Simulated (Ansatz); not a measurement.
System: MoH₅, net charge 1, singlet state. The spin state was set by rule; other spins were not relaxed. 
Geometry from a B3LYP-D3(BJ)/def2-TZVP (Ansatz, a first-principles code) optimisation:
```
Mo
H 1 1.6453
H 2 1.4591 1 64.17
H 1 1.6453 2 66.85 3 142.23
H 4 1.4591 1 64.17 2 -142.23
H 1 1.6749 2 116.01 3 -108.98
```
Charge +1, spin multiplicity 1.

Basis-set convergence of Hartree-Fock and CCSD correlation energies (hartree) with Ansatz. Valence correlation only, unless marked. No spin-orbit coupling. Frozen are the shells of the preceding noble gas and the d and f shells that filled before the atom's block. Past Kr the def2 sets carry scalar-relativistic core potentials.

The T1 diagnostic of CCSD in the largest basis is 0.037, which is high, so the coupled-cluster rows are less sure than usual.

```json
[
 {"basis": "def2-SVP", "functions": "56", "E(HF)": "-69.94311", "E(corr, CCSD)": "-0.25427"},
 {"basis": "def2-TZVPP", "functions": "126", "E(HF)": "-69.97276", "E(corr, CCSD)": "-0.29698"},
 {"basis": "def2-QZVPP", "functions": "231", "E(HF)": "-69.97773", "E(corr, CCSD)": "-0.30525"}
]
```

Extrapolating the two largest sets (X = 3 and 4) as X^-3: E(corr) = (64·(-0.30525) - 27·(-0.29698))/37 = -0.3113 Eh, an estimate of the basis-set limit. The largest set recovers 98.1 % of it, the smallest 81.7 %.
